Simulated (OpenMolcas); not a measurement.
## What dynamic correlation does to the levels of Ga⁺

```json
{
 "Program": "OpenMolcas",
 "Basis": "ANO-RCC-VQZP [7s6p4d2f1g]",
 "Scalar Hamiltonian": "DKH2, point nucleus",
 "Active space": "2 electrons in 4 orbitals (4s 4p)",
 "State averaging": "2S+1 = 3 even, 3 roots; 2S+1 = 1 even, 7 roots; 2S+1 = 3 odd, 3 roots; 2S+1 = 1 odd, 3 roots",
 "Spin-orbit coupling": "state interaction with AMFI integrals over the reference wave functions, term energies averaged over their components"
}
```

Methods on the same reference wave functions:
A. CASSCF
B. SS-CASPT2, IPEA 0.25 Eh, imaginary shift 0.1 Eh (closed shells correlated: 3d)
C. MS-CASPT2, IPEA 0.25 Eh, imaginary shift 0.1 Eh (closed shells correlated: 3d)

Energies in cm-1 above 4s2 1S0, the measured ground level; measured values from NIST Handbook of Basic Atomic Spectroscopic Data.

| Level | A | B | C | Measured |
| --- | --- | --- | --- | --- |
| 4s2 1S0 | 0.0 | 0.0 | 0.0 | 0.0 |
| 4s 4p 3P* 0 | 42884 | 45833 | 46136 | 47368 |
| 4s 4p 3P* 1 | 43271 | 46218 | 46521 | 47814 |
| 4s 4p 3P* 2 | 44060 | 47009 | 47312 | 48750 |
| 4s 4p 1P* 1 | 74052 | 71064 | 71367 | 70701 |
| 4p2 3P0 | 109637 | 113827 | 114130 |  |
| 4p2 3P1 | 110050 | 114255 | 114558 |  |
| 4p2 3P2 | 110770 | 114867 | 115171 |  |
| 4p2 1D2 | 119241 | 116975 | 117278 | 107721 |
| 4p2 1S0 | 138279 | 134015 | 134622 |  |

Deviations, from unrounded energies. A percentage is the sum of absolute deviations over the sum of measured energies, with the sign that they share, or ± where signs differ.

```tsv
Against measurement	Levels	A	B	C
mean absolute deviation (cm-1)	5	5700	2900	2800
other configurations (%)	5	±8.9	±4.5	±4.4
```

B, C lie about equally close to measurement and A furthest from it. The largest miss of C in the table is 4p2 1D2, by +9600 cm-1. The ranking rests on the paired levels alone, and a cruder setting can come out closer through cancelling errors.

Between B and C the level of the table that moves most is 4p2 1S0, by 610 cm-1 (lowest in B, highest in C).

The lowest spin-free term lies below A's lowest term by 0.451 hartree in B, 0.453 hartree in C.

Over all roots computed the reference weight is 0.90 to 0.95 in B, 0.90 to 0.95 in C; the roots of lowest weight are the least certain, and an intruder state may touch them. The ¹D term of p² mixes with s d, which this space lacks. Without dynamic correlation excited terms often stand tens of per cent too high (terms of higher spin than the ground term too low), and those without a measured partner can miss by more than the paired ones (holds for A). Measured partners are found by configuration, term and J. A level has none where our copy of the source lacks it or the pairing is in doubt (some pairs that miss far off the trend of their configuration count as doubtful), and it then counts in no deviation. Only configurations of the active space appear.

* marks odd parity.
